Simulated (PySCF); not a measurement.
Relaxation of singlet CuS₂⁻

Method: PySCF, PBE0, basis Cu def2-SVPD, S def2-SVPD (no relativity, density fitting). A (50,194) grid was used.

A hand-made side-on start, of C2v symmetry, held to at least that symmetry:

Coordinates in bohr (charge -1 multiplicity 1):
```
Cu    0.0000    0.0000   -1.8589
S     1.8897    0.0000    1.8294
S    -1.8897    0.0000    1.8294
```

Optimiser trace:
```json
{"step": "0", "E − E(last) (kJ/mol)": "47.11", "largest gradient (Eh/bohr)": "0.08098"}
{"step": "1", "E − E(last) (kJ/mol)": "6.44", "largest gradient (Eh/bohr)": "0.02008"}
{"step": "2", "E − E(last) (kJ/mol)": "1.93", "largest gradient (Eh/bohr)": "0.00818"}
{"step": "3", "E − E(last) (kJ/mol)": "0.34", "largest gradient (Eh/bohr)": "0.00368"}
{"step": "4", "E − E(last) (kJ/mol)": "0.07", "largest gradient (Eh/bohr)": "0.00231"}
{"step": "5", "E − E(last) (kJ/mol)": "0.01", "largest gradient (Eh/bohr)": "0.00094"}
{"step": "6", "E − E(last) (kJ/mol)": "0.00", "largest gradient (Eh/bohr)": "0.00029"}
{"step": "7", "E − E(last) (kJ/mol)": "0.00", "largest gradient (Eh/bohr)": "0.00006"}
```

It ends at C2v with Cu–S 2.188 Å (×2), S–S 2.315 Å; Cu–S–S 58.1° (×2), S–Cu–S 63.9°. A frequency run shows a minimum. Other isomers or separated fragments may lie lower.

Final geometry:
```xyz
3
charge -1 multiplicity 1, angstrom
Cu    0.0000    0.0000   -0.9360
S     1.1576    0.0000    0.9211
S    -1.1576    0.0000    0.9211
```

At this level a triplet minimum of D∞h symmetry lies 55 kJ/mol below this structure.

The relaxation took about 20 core-seconds on a shared host.
